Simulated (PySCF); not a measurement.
**C₈H₁₃NSi: calculation and literature**

Structure with atom numbers: `[CH3:1][Si:2]([CH3:3])([CH3:4])[c:5]1[cH:6][cH:7][cH:8][n:9][cH:10]1`. Each H is labelled by its parent atom.

Published estimates (parent shift plus substituent increments) and measurements: δ 13C C10 152.5; C8 148.6; C6 138.9; C5 132.8; C7 121.4 ppm (estimated from measurements, as parent shift plus tabulated substituent increment; solution, not stated per compound (mostly CDCl3 or CCl4); Pretsch, Buehlmann, Badertscher, Structure Determination of Organic Compounds, 4th ed. (2009)).

Calculated, not measured (PySCF): coordinates at the GFN2-xTB level, GIAO PBE0/pcSseg-1 shieldings. No relativistic terms, rapidly exchanging positions averaged, one conformer, no solvent model.

Problem. How close does the calculation come?

Solution. 
Reference values: estimated from measurements, as parent shift plus tabulated substituent increment (solution, not stated per compound (mostly CDCl3 or CCl4); Pretsch, Buehlmann, Badertscher, Structure Determination of Organic Compounds, 4th ed. (2009)).
| atoms | quantity | reference | computed | computed, scaled |
| --- | --- | --- | --- | --- |
| C10 | δ 13C | 152.5 | 160.5 | 154.3 |
| C8 | δ 13C | 148.6 | 155.8 | 149.6 |
| C6 | δ 13C | 138.9 | 146.0 | 140.1 |
| C5 | δ 13C | 132.8 | 139.5 | 133.8 |
| C7 | δ 13C | 121.4 | 127.7 | 122.2 |

Computed shifts are σ(ref) − σ with the named reference compound (TMS for H and C) calculated as an isolated molecule at the same level. The measured values may be among those fitted. Shieldings were converted by linear fits to measured shifts (mostly CDCl3, TMS scale, for H and C): 13C (scatter 2.1 ppm rms, 2.3 ppm with the 13 outliers that the fit left out). Occasional misses reach two or three times the rms, and more in compound classes unlike the fitted ones.

Problem. How far are the unscaled 13C shifts from the references?

Solution. Mean signed difference +7.06 ppm, mean absolute 7.06 ppm over 5 comparisons; the largest is +8.0 ppm at C10 (aromatic CH next to a ring nitrogen).
